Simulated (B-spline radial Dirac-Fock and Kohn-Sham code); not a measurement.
Z = 17 (chlorine), transition energy 20 keV. Calculated with a radial finite-basis atomic code, using a Dirac-Hartree-Slater potential of the neutral atom with a Latter tail (no hole, which puts coefficients of high multipoles low close above an edge), finite nucleus with surface currents. Subshells that would emit electrons below 1 keV are left out.

Task: A pure transition shows α(K) = 131000, L1/L2 = 0.491 and L1/L3 = 0.274. What is its multipolarity?
A. E4
B. E1
C. M4
D. E2
E. E3
F. M2
G. M1
H. M3

Result: A. For comparison, α(K), L1/L2, L1/L3 are E1 2.08, 26.0, 13.7; E2 94.9, 5.42, 2.95; E3 3580, 1.38, 0.764; M1 0.536, 26.3, 55.0; M2 24.9, 13.5, 10.1; M3 1040, 8.23, 2.84; M4 43200, 5.69, 1.32.
